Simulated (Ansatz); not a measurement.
Basis sets compared for TeOF2. Total charge 0; singlet. Geometry PBE0-D4/def2-TZVP. Ansatz on 4 threads of Arm Neoverse V2 on a shared host; times are rough, and most runs start from earlier orbitals.

```xyz
4

Te    0.523    0.134   -0.389
O     0.532   -1.550    0.100
F    -1.256    0.387   -0.946
F     0.200    1.029    1.234
```

In the def2 sets Te takes a core potential; there is no spin–orbit coupling.

Binding counts from free atoms (Te triplet, O triplet, F doublet) in the same basis, without a counterpoise term.

```csv
level,functions,energy (Eh),HOMO (eV),LUMO (eV),binding per atom (eV),wall time
PBE-D4/def2-SVP,68,-542.4111,-7.33,-2.94,3.08,0.45 s
PBE0-D4/def2-SVP,68,-542.4014,-8.93,-2.30,2.67,0.7 s
```

(1) Estimate the rows for PBE-D4/def2-TZVP, PBE0-D4/def2-TZVP (with forces).

## Answers

(1) 
| level | functions | energy (Eh) | HOMO (eV) | LUMO (eV) | binding per atom (eV) | wall time |
| --- | --- | --- | --- | --- | --- | --- |
| PBE-D4/def2-TZVP | 143 | -542.8118 | -7.66 | -3.27 | 3.34 | 0.91 s |
| PBE0-D4/def2-TZVP (with forces) | 143 | -542.8016 | -9.17 | -2.55 | 2.97 | 1.6 s |
